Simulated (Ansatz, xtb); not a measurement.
# CH5FNSi−: which of two isomers lies lower

We compare I, `C[Si@H]([NH-])F`, a singlet, with II, `C[N-][SiH2]F`, a singlet. Both are isolated ions in the gas phase, relaxed with r2SCAN-D4/def2-SVPD; the shapes shown needn't be the lowest conformers.

I (Å):

```yaml
atoms:
  - { symbol: C, position_ang: [-0.6997, 0.5561, 1.6451] }
  - { symbol: F, position_ang: [-1.7028, 2.5030, 0.0091] }
  - { symbol: N, position_ang: [-1.9278, -0.1561, -1.1191] }
  - { symbol: Si, position_ang: [-1.9415, 0.8209, 0.2119] }
  - { symbol: H, position_ang: [-0.8442, 1.2986, 2.4500] }
  - { symbol: H, position_ang: [0.3394, 0.6522, 1.2847] }
  - { symbol: H, position_ang: [-0.8071, -0.4515, 2.0800] }
  - { symbol: H, position_ang: [-3.3103, 0.8384, 0.8566] }
  - { symbol: H, position_ang: [-1.0178, -0.3721, -1.5280] }
```

II (Å):

```xyz
9

C    -0.4638    1.2417    1.7103
F     2.4222    1.5326   -0.6871
N    -0.1992    1.9169    0.4860
Si    1.2280    2.5531   -0.0202
H    -1.5067    1.4173    2.0671
H    -0.3732    0.1275    1.6467
H     0.1906    1.5303    2.5776
H     1.0431    3.5063   -1.1718
H     2.1062    3.2430    1.0262
```

Quicker runs give these differences E(II) − E(I): GFN2-xTB −24.9 kJ/mol; HF/STO-3G +44.2 kJ/mol (at GFN2-xTB geometries); r2SCAN-D4/def2-SVPD//GFN2-xTB +77.3 kJ/mol.

Problem. Which of the two would you expect CCSD(T)/def2-SVPD + ΔMP2/def2-TZVPPD electronic energies to favour?

Solution. Structure I; the calculation gives E(II) − E(I) = +83.1 kJ/mol.

Level by level:

| level | geometry | E(II) − E(I) (kJ/mol) | departure from the last row (kJ/mol) | job, with rough time for the two |
| --- | --- | --- | --- | --- |
| GFN2-xTB | GFN2-xTB | −24.9 | −108.0 | optimisation, 0.18 s |
| HF/STO-3G | GFN2-xTB | +44.2 | −38.9 | single point, 0.32 s |
| r2SCAN-D4/def2-SVPD//GFN2-xTB | GFN2-xTB | +77.3 | −5.8 | single point, 7.2 s |
| r2SCAN-D4/def2-SVPD | r2SCAN-D4/def2-SVPD | +72.5 | −10.6 | optimisation, 76 s |
| HF/def2-SVPD | r2SCAN-D4/def2-SVPD | +67.7 | −15.3 | part of the CCSD(T) run |
| MP2/def2-SVPD | r2SCAN-D4/def2-SVPD | +78.9 | −4.2 | part of the CCSD(T) run |
| CCSD(T)/def2-SVPD | r2SCAN-D4/def2-SVPD | +74.4 | −8.7 | single point |
| CCSD(T)/def2-SVPD + ΔMP2/def2-TZVPPD | r2SCAN-D4/def2-SVPD | +83.1 |  | single point, 68 s |

As drawn, II has 1 C–N, 1 Si–H in place of 1 C–Si, 1 N–H.

GFN2-xTB puts the two in the other order. The largest departure from CCSD(T)/def2-SVPD + ΔMP2/def2-TZVPPD is that of GFN2-xTB, 108.0 kJ/mol. The last row adds to CCSD(T) the change of the MP2 difference between the two basis sets, here +8.7 kJ/mol.

With harmonic frequencies from r2SCAN-D4/def2-SVPD (ideal gas, rigid rotor, one conformer each, 298.15 K, 1 atm): the zero-point term adds −2.3 kJ/mol; ΔH is +80.1 and ΔG +79.7 kJ/mol.

The correlated steps freeze 8 core orbitals. Codes used: Ansatz 0.2.0, xtb 6.7.1; the last row on 2 threads of Arm Neoverse N1 on a shared host.
